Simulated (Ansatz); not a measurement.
One change: `[OH][GeH]([F])[GeH3]` becomes `[OH][GeH]([F])[CH2]Cl`.

Ansatz, PBE0-D4/def2-TZVP geometries, multiplicity 1. Each molecule was computed in one conformer, which needn't be the lowest.

Scalar relativity is left out up to krypton.

| property | `[OH][GeH]([F])[GeH3]` |
| --- | --- |
| HOMO energy (PBE/def2-TZVPP) / eV | -7.20 |
| size of the dipole moment (ωB97M-V/def2-TZVPP) / D | 1.82 |
| HOMO energy (B3LYP/def2-TZVPP) / eV | -8.27 |
| LUMO energy (ωB97M-V/def2-TZVPP) / eV | 1.64 |
| HOMO energy (PBE0/def2-TZVPP) / eV | -8.47 |
| LUMO energy (PBE0/def2-TZVPP) / eV | -0.09 |

(1) What does the change do to each property? (Estimate.)

Results:

(1) The calculation gave: 
```json
{"property": "HOMO energy (PBE/def2-TZVPP) / eV", "`[OH][GeH]([F])[CH2]Cl`": "-6.98", "shift": "0.22"}
{"property": "size of the dipole moment (ωB97M-V/def2-TZVPP) / D", "`[OH][GeH]([F])[CH2]Cl`": "1.43", "shift": "-0.39"}
{"property": "HOMO energy (B3LYP/def2-TZVPP) / eV", "`[OH][GeH]([F])[CH2]Cl`": "-8.13", "shift": "0.14"}
{"property": "LUMO energy (ωB97M-V/def2-TZVPP) / eV", "`[OH][GeH]([F])[CH2]Cl`": "1.78", "shift": "0.14"}
{"property": "HOMO energy (PBE0/def2-TZVPP) / eV", "`[OH][GeH]([F])[CH2]Cl`": "-8.36", "shift": "0.11"}
{"property": "LUMO energy (PBE0/def2-TZVPP) / eV", "`[OH][GeH]([F])[CH2]Cl`": "-0.06", "shift": "0.03"}
```

Dipoles are sizes alone; their direction can turn.

B3LYP here is the variant with VWN-RPA as its local correlation; programs differ in this.
